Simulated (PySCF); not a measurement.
C2H6GeSi, SMILES [GeH2]1[CH]=C[SiH2]1.

Geometry: B3LYP-D3(BJ)/def2-SVP. The structure was generated by enumeration, and PubChem lists no compound with its InChIKey, so it may never have been made.

The numbers are results of PySCF with M06-2X/def2-TZVP, not measurements.

The molecule is in vacuum.

```
Quantity                                                                                                        Result
---------------------------------------------------------------------------------------------  -----------------------
total energy                                                                                       -2446.24235 hartree
point group                                                                                                         Cs
highest occupied level                                                                                        -8.50 eV
lowest empty level                                                                                             0.29 eV
orbital gap                                                                                                    8.80 eV
dipole moment                                                                                                   0.32 D
quadrupole, principal values (traceless, Buckingham form, about the centre of nuclear charge)    -3.19, 0.49, 2.70 D·Å
mean static polarisability                                                                       80.7 bohr³ (11.96 Å³)
polarisability, principal values                                                               63.4, 78.1, 100.6 bohr³
```
